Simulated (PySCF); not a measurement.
Geometries of 2 isomers of C5H9FO, from PySCF 2.14.0, PBE0-D3(BJ)/def2-SVP geometry optimisation, gas phase. One conformer each, no zero-point energy, no frequencies.

Question: Which is lower in electronic energy at this level?
A.
```xyz
16
angstrom
C     -2.654    1.595   -0.560
C     -1.807    0.968    0.255
C     -0.937   -0.174   -0.144
O      0.390    0.090    0.267
C      1.251   -0.966    0.129
C      2.649   -0.507    0.428
F      0.904   -1.972    1.012
H     -3.298    2.403   -0.202
H     -2.739    1.323   -1.617
H     -1.731    1.264    1.308
H     -0.978   -0.337   -1.239
H     -1.293   -1.100    0.344
H      1.164   -1.417   -0.882
H      2.676   -0.079    1.440
H      3.347   -1.353    0.374
H      2.957    0.264   -0.291
```
B.
```xyz
16
angstrom
F      1.812    1.277    0.049
C      1.330    0.224   -0.710
C      0.987   -0.918    0.230
C     -0.222   -0.566    1.087
C     -1.361   -0.090    0.193
C     -0.880    1.029   -0.713
O      0.263    0.647   -1.463
H      2.123   -0.050   -1.425
H      1.870   -1.152    0.844
H      0.772   -1.804   -0.390
H     -0.530   -1.431    1.696
H      0.056    0.237    1.790
H     -1.721   -0.927   -0.431
H     -2.219    0.261    0.789
H     -1.642    1.307   -1.454
H     -0.643    1.929   -0.117
```

Answer: B. That is `F[C@H]1CCCCO1`, 27.6 kcal/mol below the other.

```tsv
SMILES	atoms numbered as above	E (Eh)	relative (kcal/mol)	relative (kJ/mol)	dipole (D)
F[C@H]1CCCCO1	[F:1][C@H:2]1[CH2:3][CH2:4][CH2:5][CH2:6][O:7]1	-370.35068	0.0	0.0	1.92
C=CCO[C@@H](C)F	[CH2:1]=[CH:2][CH2:3][O:4][C@@H:5]([CH3:6])[F:7]	-370.30663	27.6	115.6	1.34
```

As drawn, the higher has a C=C bond outside aromatic rings, which the lower lacks.
